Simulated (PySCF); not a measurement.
C₂H₇BFNO, SMILES CCNB(O)F. Atoms are numbered in the order given.

```xyz
13

C     -2.4725    -0.4763     0.1571
C     -1.3651     0.5273     0.4881
N     -0.2550     0.4935    -0.4466
B      1.0459     0.0130    -0.1840
O      1.9967    -0.0166    -1.1772
F      1.3641    -0.4190     1.0661
H     -2.0803    -1.5135     0.1687
H     -2.8970    -0.2883    -0.8516
H     -3.3045    -0.4096     0.8880
H     -0.9573     0.3176     1.4975
H     -1.7973     1.5536     0.5362
H     -0.4728     0.7833    -1.4015
H      2.8394    -0.3655    -0.8397
```
Charge 0, spin multiplicity 1.

Geometry: PBE-D3(BJ)/def2-SVP. This is a generated structure with no PubChem entry under its InChIKey; it may be hypothetical. Other conformers were not sampled.

Level of theory: PBE/def2-TZVP (PySCF).

The molecule is in vacuum.

Q: Estimate the frontier levels, gap, dipole moment and polarisability. (An estimate is asked for; the answer gives what the named calculation found.)

A: 
```yaml
highest_occupied_level: -5.84 eV
lowest_empty_level: 0.00 eV
orbital_gap: 5.84 eV
dipole_moment: 0.73 D
quadrupole, principal values (traceless, Buckingham form, about the centre of nuclear charge): -4.41, -2.75, 7.16 D·Å
mean_static_polarisability: 53.6 bohr³ (7.94 Å³)
polarisability_principal_values: 44.9, 48.7, 67.2 bohr³
```
